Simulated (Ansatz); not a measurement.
Breaking the C1–Br2 bond in CH3Br (SMILES CBr) (multiplicity 1 held, fragments rigid). Energies count from the point at 1.957 Å.
Geometry at that point (charge 0, multiplicity 1):
```xyz
5

C     -1.53382    -0.04092    -0.02869
Br     0.42257     0.01127     0.00790
H     -1.83025    -0.68040    -0.85265
H     -1.88711     0.97407    -0.17260
H     -1.86976    -0.44272     0.92074
```

Unrestricted levels (U-) break spin symmetry where that is lower. Active spaces are followed from a long bond inwards. Curves can end on different states.

Correlated levels freeze the cores. Filled d and f shells under p-block atoms count as core.

Run with Ansatz (a program for electronic structure). Each number belongs to the level named beside it.

Energies in kcal/mol.

```
R (Å)  U-PBE/cc-pVTZ  U-B3LYP/cc-pVTZ  U-wB97X-V/cc-pVTZ  SC-NEVPT2 on CASSCF(6,4)/cc-pVTZ  FIC-NEVPT4(SD) on CASSCF(6,4)/cc-pVTZ  FIC-MRCISD+Q on CASSCF(6,4)/cc-pVTZ
-----  -------------  ---------------  -----------------  --------------------------------  -------------------------------------  -----------------------------------
1.566           58.2             59.2               56.9                              62.0                                   60.5                                 59.7
1.762           10.2             10.6                8.9                              13.3                                   10.9                                 10.2
1.957            0.0              0.0                0.0                               0.0                                    0.0                                  0.0
2.153            5.7              5.6                7.9                               6.6                                    6.3                                  6.4
2.349           17.6             17.4               22.2                              19.4                                   18.6                                 18.8
2.643           37.3             37.6               46.1                              40.1                                   38.5                                 38.7
2.936           54.7             54.9               63.5                              57.0                                   54.7                                 54.8
3.425           71.5             68.5               76.0                              72.9                                   69.9                                 69.9
3.915           77.8             73.8               80.2                              78.3                                   75.1                                 75.0
4.502           80.8             76.2               81.7                              81.4                                   76.7                                 76.6
5.285           82.2             77.1               82.2                              81.8                                   77.2                                 77.0
6.264           82.8             77.3               82.3                              81.9                                   77.3                                 77.1
```

Doubts at one or more of the structures used: a spin-contaminated determinant (U-PBE/cc-pVTZ, U-B3LYP/cc-pVTZ, U-wB97X-V/cc-pVTZ); active orbitals that take no part (SC-NEVPT2 on CASSCF(6,4)/cc-pVTZ, FIC-NEVPT4(SD) on CASSCF(6,4)/cc-pVTZ, FIC-MRCISD+Q on CASSCF(6,4)/cc-pVTZ).
